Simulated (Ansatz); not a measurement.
C₃H₉BO₃, charge -1, doublet, geometry from GFN2-xTB (a state made from the parent by changing its charge; the spin is typed, not shown lowest) (a gas-phase anion, which may not be bound at this level). Base run: Ansatz (a quantum-chemistry and plane-wave program) with MP2/3-21G.

The Ansatz input:
Ansatz 0.2 input:
```yaml
crystal:
  periodic: [false, false, false]
  atoms:
    - {symbol: B, position_ang: [-0.66990776, 0.18004961, 0.46643126]}
    - {symbol: O, position_ang: [0.22168011, 1.26273972, 1.00147056]}
    - {symbol: C, position_ang: [1.10478277, 1.88906279, 0.14063621]}
    - {symbol: H, position_ang: [0.57760150, 2.44116005, -0.65387839]}
    - {symbol: H, position_ang: [1.70704479, 2.60807357, 0.72119303]}
    - {symbol: H, position_ang: [1.79116447, 1.18572815, -0.35746860]}
    - {symbol: O, position_ang: [-0.23140372, -1.20330819, 0.90544019]}
    - {symbol: C, position_ang: [1.11235935, -1.51523474, 0.74394406]}
    - {symbol: H, position_ang: [1.75926816, -0.84975941, 1.33756119]}
    - {symbol: H, position_ang: [1.28280208, -2.55124676, 1.08298352]}
    - {symbol: H, position_ang: [1.43446658, -1.44272413, -0.30934869]}
    - {symbol: O, position_ang: [-0.68767991, 0.28109291, -1.07353378]}
    - {symbol: C, position_ang: [-1.36956050, -0.71202348, -1.72550649]}
    - {symbol: H, position_ang: [-1.17437162, -1.70688106, -1.29630797]}
    - {symbol: H, position_ang: [-2.46928994, -0.55620892, -1.69318305]}
    - {symbol: H, position_ang: [-1.06540902, -0.72341251, -2.78516566]}
basis:
  gaussian:
    orbitals: 3-21G.json
total_charge: -1
magnetization: {spin_polarized: true, initial_magnetization: 1}
correlation: {method: mp2}
```
The basis file holds 3-21G in the JSON format of the Basis Set Exchange.

Variants of this job, named by their change:

```
change                       ΔE vs base (kcal/mol)  MP2 correlation (Eh)  basis functions  core-seconds (rough)
---------------------------  ---------------------  --------------------  ---------------  --------------------
base                                         0.000              -0.66941               81                     2
accuracy = high                             -0.030              -0.66943               81                     6
method = bccd                               -31.64              -0.66941               81                    30
method = ccsd                               -33.08              -0.66941               81                    30
lower_state_search = off                     0.000              -0.66941               81                     1
reference functional = pbe0                 -18.57                     -               81                     5
method = ccsd_t                             -44.44              -0.66941               81                    50
method = rpa                                -49.99                     -               81                     3
method = bccd_t                             -44.53              -0.66941               81                    60
electrons = all                              -7.49              -0.68135               81                     3
```

A gas-phase anion may not be bound at this level; its values then depend on the basis.
